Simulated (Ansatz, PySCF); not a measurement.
System: CH3BF, charge 0, multiplicity 2. It need not be the lowest isomer of its formula. 
Structure (B3LYP-D3(BJ)/def2-TZVP (Ansatz, a program for electronic structure) minimum search):
```
C
H 1 1.0889
H 1 1.0950 2 109.89
H 1 1.0974 2 107.08 3 116.55
B 1 1.5578 2 113.07 4 117.93
F 5 1.3151 1 123.06 2 155.18
```
Charge 0, spin multiplicity 2.

Dipole moments at this geometry, in debye (magnitudes).

```
level                program  dipole (D)
-------------------  -------  ----------
BLYP/def2-TZVPD       Ansatz  (withheld)
revPBE/def2-TZVPD     Ansatz        1.43
BP86/def2-TZVPD        PySCF        1.46
M06-L/def2-TZVPD       PySCF        1.34
BHLYP/def2-TZVPD      Ansatz        1.49
TPSSh/def2-TZVPD       PySCF        1.43
r2SCANh/def2-TZVPD    Ansatz        1.47
PW6B95/def2-TZVPD      PySCF        1.48
MN15/def2-TZVPD        PySCF        1.45
HSE06/def2-TZVPD      Ansatz        1.48
LC-wPBE/def2-TZVPD    Ansatz        1.49
wB97M-V/def2-TZVPD    Ansatz        1.48
CCSD(T)/aug-cc-pVDZ   Ansatz  (withheld)
```

Fill in the missing entries.


- BLYP/def2-TZVPD, dipole (D): 1.42
- CCSD(T)/aug-cc-pVDZ, dipole (D): 1.39
